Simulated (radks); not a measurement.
The numbers below are computed, except where a source is named.
Isoelectronic series with 27 electrons, all held in the configuration [Ar] 3d7 4s2, which need not be the ground one along the series. Code: a radial shooting solver on a logarithmic mesh with Libxc functionals. Model: scalar-relativistic Kohn-Sham, PBE, spin-unpolarised, spherical densities, point nucleus. Total energies (hartree) and orbital eigenvalues (hartree):

| ion | E (hartree) | 4s | 3d | 3p | 3s |
|---|---|---|---|---|---|
| Co | -1393.14598 | -0.20102 | -0.30150 | -2.41210 | -3.76330 |
| Ni+ | -1519.94480 | -0.55096 | -0.88201 | -3.20901 | -4.67362 |
| Cu2+ | -1652.88547 | -0.99177 | -1.62476 | -4.17368 | -5.75760 |
| Zn3+ | -1791.95277 | -1.51336 | -2.51002 | -5.28386 | -6.99230 |
| Ga4+ | -1937.14569 | -2.11062 | -3.52759 | -6.52842 | -8.36613 |
| Ge5+ | -2088.47110 | -2.78060 | -4.67155 | -7.90109 | -9.87259 |
| As6+ | -2245.94088 | -3.52145 | -5.93817 | -9.39810 | -11.50780 |
| Se7+ | -2409.57037 | -4.33199 | -7.32494 | -11.01700 | -13.26934 |
| Br8+ | -2579.37755 | -5.21141 | -8.83012 | -12.75617 | -15.15568 |
| Kr9+ | -2755.38258 | -6.15920 | -10.45240 | -14.61451 | -17.16585 |
| Rb10+ | -2937.60742 | -7.17498 | -12.19084 | -16.59125 | -19.29930 |
| Sr11+ | -3126.07570 | -8.25855 | -14.04470 | -18.68587 | -21.55573 |
| Zr13+ | -3521.84447 | -10.62865 | -18.09650 | -23.22751 | -26.43742 |
| Nb14+ | -3729.19941 | -11.91517 | -20.29363 | -25.67419 | -29.06295 |
| Mo15+ | -3942.90660 | -13.26941 | -22.60452 | -28.23804 | -31.81201 |
| Tc16+ | -4162.99659 | -14.69149 | -25.02893 | -30.91907 | -34.68498 |
| Ru17+ | -4389.50122 | -16.18157 | -27.56668 | -33.71737 | -37.68234 |
| Rh18+ | -4622.45363 | -17.73983 | -30.21764 | -36.63307 | -40.80466 |
| Pd19+ | -4861.88830 | -19.36650 | -32.98169 | -39.66631 | -44.05252 |
| Ag20+ | -5107.84101 | -21.06181 | -35.85875 | -42.81731 | -47.42661 |
